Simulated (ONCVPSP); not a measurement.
What one change does to a pseudopotential (Ar, ONCV)

```json
{"Element": "Ar", "Generator": "ONCVPSP 4.0.1", "Type": "optimised norm-conserving Vanderbilt (ONCV)", "Functional": "PBE", "Relativity": "scalar-relativistic", "Frozen core": "[Ne]", "Valence charge": "8", "Reference configuration": "3s2 3p6", "Partial waves": "3s: rc 1.30 bohr, ncon 3, nbas 6, qcut 4.5 1/bohr, 1 projector; 3p: rc 1.20 bohr, ncon 3, nbas 7, qcut 7.3 1/bohr, 1 projector; d scattering state at 0.4 Ha: rc 1.40 bohr, ncon 4, nbas 9, qcut 7.1 1/bohr, 2 projectors, debl 3.3 Ha", "Local potential": "polynomial inside 1.20 bohr (lpopt 5, dvloc0 0 Ha)", "Core correction": "Teter function fitted to the true core (icmod 2), fcfact 0.7"}
```

Change: s: ncon 5, nbas 8.

Cutoffs: the cutoffs (Ha) at which the residual kinetic energy of the hardest occupied pseudo-wave falls to 1 and 0.1 mHa per electron; they do not see the model core or the augmentation charge, which bear on the density cutoff. Errors are all-electron minus pseudo energies relative to the spin-unpolarised reference configuration.

**Question.** What does the change do?

**Answer.** The potential gets harder (48 Ha and 82 Ha → 73 Ha and 92 Ha); of the 4 tests that both files solve, the error grows in 1 and shrinks in 3 by more than 15 % and 0.3 meV (median size 23.6 → 20.0 meV); neither file shows a bound ghost.

| quantity | base | changed |
| --- | --- | --- |
| cutoff, loose | 48 Ha | 73 Ha |
| cutoff, tight | 82 Ha | 92 Ha |
| loose cutoff by channel | s 48 Ha, p 16 Ha | s 73 Ha, p 16 Ha |
| bound ghosts | none | none |
| GHOST(+) flags under 300 eV | none | none |
| error for 3s2 3p5, meV [ΔE 16.06 eV] | +5.7 | +4.5 |
| error for 3s2 3p4, meV [ΔE 44.72 eV] | +42 | +33 |
| error for 3s2 3p3, meV [ΔE 87.30 eV] | +143 | +113 |
| error for 3s1 3p6, meV [ΔE 30.67 eV] | -2.6 | +6.9 |
| s: phases at 1.32 bohr within 0.05 rad from the reference energy up to (Ha; the scan ends near 5) | 1.3 | 1.9 |
| p: phases at 1.22 bohr within 0.05 rad from the reference energy up to (Ha; the scan ends near 5) | 4.1 | 4.1 |
| d: phases at 1.43 bohr within 0.05 rad from the reference energy up to (Ha; the scan ends near 5) | to the end of the scan | to the end of the scan |
| rms error of d²Exc/dni dnj with the model core, mHa | 0.58 | 0.74 |
